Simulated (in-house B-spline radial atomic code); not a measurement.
## Response and correlation of Hg XVII (Hg16+)

Closed shell [Kr] 4d10 4f14 5s2 (5p1/2)2. Computed with a B-spline radial code for spherical atoms: Dirac-Hartree-Fock, relativistic RPA (time-dependent Dirac-Hartree-Fock) for the response and second-order many-body perturbation theory for correlation, no-pair Dirac-Coulomb Hamiltonian, finite nucleus.

The shells are closed in jj coupling only; the real ground state mixes other jj configurations.

```
multipole (bohr³, bohr⁵, bohr⁷)  uncoupled  coupled RPA
                         dipole    0.50299      0.44959
                     quadrupole    0.37282            ?
                       octupole    0.22605      0.25408
```

What is the coupled quadrupole polarisability?

0.49368 atomic units, +32 % against the uncoupled value.

Which subshells carry the dipole polarisability?

5s1/2 43.5 %, 5p1/2 37.9 %, 4f7/2 9.6 %.

What does the dipole shielding factor come to?

The dipole shielding factor is 0.800, against the exact N/Z = 64/80 = 0.800 of the non-relativistic theorem.

Dipole polarisability at imaginary frequency:

```json
{"u (Eh)": "0", "α(iu) (bohr³)": "0.4496"}
{"u (Eh)": "3.5", "α(iu) (bohr³)": "0.2599"}
{"u (Eh)": "10.5", "α(iu) (bohr³)": "0.09898"}
{"u (Eh)": "21", "α(iu) (bohr³)": "0.04478"}
{"u (Eh)": "35", "α(iu) (bohr³)": "0.02218"}
{"u (Eh)": "70.1", "α(iu) (bohr³)": "0.007465"}
{"u (Eh)": "140", "α(iu) (bohr³)": "0.002296"}
{"u (Eh)": "350", "α(iu) (bohr³)": "0.0004308"}
```

What dispersion coefficients follow for two such ions (the dispersion part alone)?

C6 = (3/π)∫α(iu)²du = 0.7059 hartree·bohr⁶ and C8 = 2.8 hartree·bohr⁸.

Lowest J = 1 odd-parity excitations:

```tsv
energy (eV)	oscillator strength	leading channel	weight
70.397	0.754	5s1/2 → p3/2	0.958
95.091	2.39	5p1/2 → d3/2	0.969
143.4	0.0815	4f5/2 → d3/2	0.793
148.55	0.748	4f7/2 → d5/2	0.64
151.45	0.275	4f5/2 → d5/2	0.825
155.37	0.279	5p1/2 → s1/2	0.997
213.11	0.0361	5p1/2 → d3/2	0.773
218.35	0.0583	5s1/2 → p1/2	0.77
```

Second-order correlation energy by the highest angular momentum of the excited pair (hartree): s -0.03135, p -0.2859, d -0.7738, f -1.393, g -1.211, h -0.4345, i -0.1993, k -0.09989.

What is the second-order correlation energy at the partial-wave limit?

The listed waves sum to -4.4283 hartree; extrapolating the increments as (l + 1/2)⁻⁴ gives -4.6325 hartree, -1.97 eV per electron.
